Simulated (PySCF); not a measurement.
This script is equivalent to a calculation on Mg³⁺ (magnesium, charge +3).

```python
from pyscf import gto, scf, dft, mp, cc
import basis_set_exchange as bse
mol = gto.M(atom="Mg 0 0 0", charge=3, spin=1, symmetry="D2h",
            basis=gto.basis.parse(bse.get_basis("cc-pVDZ-DK", elements=["Mg"], fmt="nwchem", header=False)),
            nucmod="G")
mf = dft.UKS(mol, xc="PBE0").sfx2c1e()
mf.irrep_nelec = {'Ag': (2, 2), 'B1u': (1, 1), 'B2u': (1, 1), 'B3u': (1, 0)}
mf.kernel()
```

Problem. What total energy does it give?

Solution. -196.402 hartree (calculated).

Problem. Which occupied shell lies highest, and where?

Solution. 2p β, at -103.16 eV.

Problem. What is ⟨S²⟩, and what would a pure spin state give?

Solution. 0.750, against 0.75.
